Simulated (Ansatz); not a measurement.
A run for Ansatz (an electronic-structure program): U-CCSD(T)/cc-pVTZ on GaH3O2 (SMILES [OH][GaH][OH]), a point of a bond scan (R = 1.300 Å). The run froze 16 orbitals, filled d shells among them.

Ansatz 0.2 input:
```yaml
crystal:
  periodic: [false, false, false]
  atoms:
    - {symbol: Ga, position_ang: [-0.24404156, -0.17751198, -0.15122784]}
    - {symbol: H, position_ang: [-1.35423056, -1.01629250, -0.82710093]}
    - {symbol: O, position_ang: [0.02041342, 1.53779605, -0.57659188]}
    - {symbol: H, position_ang: [0.99493432, 2.08121264, 0.09130792]}
    - {symbol: O, position_ang: [0.90232372, -0.75596542, 1.10558427]}
    - {symbol: H, position_ang: [0.79534111, -1.67580809, 1.36507609]}
basis:
  gaussian:
    orbitals: cc-pVTZ
correlation: {method: ccsd_t, electrons: outside_noble_gas}
scf: {omitted_lower_state_checks: [cluster_reference]}
magnetization: {spin_polarized: true, initial_magnetization: 0}
```

Question: Predict the final total energy.

Answer: -2075.4268 hartree (reference determinant -2074.8074, T1 diagnostic 0.016).

Question: How many basis functions does it have, and what does it roughly cost on one machine?

Answer: 145 functions; very roughly 30 core-seconds.
